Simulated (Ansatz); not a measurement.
This geometry of CH10N2OSi2 (16 atoms, charge 0, multiplicity 1) is a first-order saddle point.

Level of theory: Ansatz 0.2.0, RKS PBE0-D4/def2-SVP.

```xyz
16
Properties=species:S:1:pos:R:3
N 2.466 -1.084 -1.340
C 1.855 0.071 -0.681
Si 0.425 -0.432 0.449
O -0.600 -1.428 -0.428
Si -1.156 1.212 1.071
N -2.604 0.540 0.291
H 1.740 -1.633 -1.799
H 2.883 -1.703 -0.646
H 2.626 0.628 -0.120
H 1.489 0.772 -1.452
H 0.995 -1.182 1.617
H -1.498 -1.040 -0.413
H -1.398 1.357 2.542
H -0.883 2.576 0.510
H -3.008 1.087 -0.464
H -3.353 0.238 0.908
```

Problem. Which two structures does it join? (They come from a converged band through this point; their orientation in space is the band's.)

Solution. No bond is made or broken. The dihedral H13–Si5–N6–H15 goes from 81 to 167°.

First end point:

```xyz
16
Properties=species:S:1:pos:R:3
N 2.527 -1.117 -1.233
C 1.942 0.046 -0.568
Si 0.358 -0.402 0.362
O -0.604 -1.276 -0.702
Si -1.171 1.305 0.907
N -2.672 0.484 0.459
H 1.817 -1.572 -1.808
H 2.811 -1.813 -0.545
H 2.686 0.503 0.106
H 1.718 0.818 -1.325
H 0.734 -1.257 1.539
H -1.506 -0.908 -0.699
H -1.138 1.858 2.303
H -1.059 2.464 -0.034
H -3.454 1.066 0.173
H -3.012 -0.221 1.110
```

Last end point:

```xyz
16
Properties=species:S:1:pos:R:3
N 2.328 -1.098 -1.393
C 1.694 0.080 -0.801
Si 0.472 -0.393 0.564
O -0.534 -1.590 -0.052
Si -1.168 1.183 1.180
N -2.471 0.628 0.121
H 1.608 -1.767 -1.667
H 2.897 -1.578 -0.697
H 2.470 0.767 -0.419
H 1.175 0.645 -1.596
H 1.259 -0.942 1.714
H -1.449 -1.257 -0.080
H -1.674 0.981 2.573
H -0.812 2.635 1.037
H -2.394 0.876 -0.863
H -3.425 0.806 0.426
```

Problem. How far does it lie above each of them?

Solution. 0.8 kcal/mol above the first and 0.7 kcal/mol above the second. This is the barrier of this one path; another mechanism may lie lower.

Time of the run: 5.6 min on 2 threads of Arm Neoverse V2, on a shared host, peak memory 0.41 GiB.
